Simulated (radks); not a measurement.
Values are calculated unless marked as measured or tabulated.
Spherical quantum dot in the effective-mass picture: electrons in a well V = -V0 / (1 + exp((r - R)/a)) with V0 = 51, R = 1.5, a = 0.17, with a point charge +1 (a donor) at the centre, all in effective atomic units (hartree* = m*/eps^2 hartree, bohr* = eps/m* bohr), one dielectric constant everywhere. Level of theory: non-relativistic Kohn-Sham, LDA (Slater exchange, Perdew-Wang correlation), spin-polarised, spherical densities (a radial shooting solver with Libxc functionals). Levels are named by radial order and angular momentum (1s, 1p, 1d, 2s, ...), and open shells are averaged over m. Results are scaled to m* = 0.046 and eps = 17.4, for which hartree* = 4.134 meV and bohr* = 20.02 nm.

N = 21, configuration 1s2 1p6 1d10 2s2 1f(up 1, down 0). This is the lowest configuration that the search found. Occupied and some empty levels:

| level | occupation | eigenvalue (meV) | <r> (nm) |
|---|---|---|---|
| 1s up | 1 | -116.27 | 15.11 |
| 1s down | 1 | -116.17 | 15.08 |
| 1p up | 3 | -106.92 | 17.84 |
| 1p down | 3 | -106.78 | 17.83 |
| 1d up | 5 | -95.033 | 19.52 |
| 1d down | 5 | -94.880 | 19.52 |
| 2s up | 1 | -89.122 | 14.89 |
| 2s down | 1 | -89.036 | 14.91 |
| 1f up | 1 | -80.764 | 20.84 |
| 1f down | 0 | -80.603 | 20.84 |
| 2p up | 0 | -70.395 | 17.35 |
| 2p down | 0 | -70.302 | 17.35 |
| 1g up | 0 | -64.424 | 21.96 |
| 1g down | 0 | -64.261 | 21.96 |
| 2d up | 0 | -51.874 | 19.31 |
| 2d down | 0 | -51.771 | 19.31 |

Energy (meV): total -2949.61, kinetic 481.55, external -4236.9, Hartree 896.28, exchange-correlation -90.533.

Electron density:

| r (nm) | n(r) (e/nm^3) |
|---|---|
| 0.761 | 0.0008256 |
| 3.63 | 0.0005925 |
| 6.50 | 0.0004213 |
| 9.37 | 0.0003418 |
| 12.2 | 0.0003504 |
| 15.1 | 0.0003932 |
| 18.0 | 0.0003875 |
| 20.8 | 0.0002910 |
| 23.7 | 0.0001520 |
| 26.6 | 0.00005108 |
| 29.4 | 0.00001100 |
| 32.3 | 1.599e-06 |
| 35.2 | 1.780e-07 |
| 38.1 | 1.692e-08 |
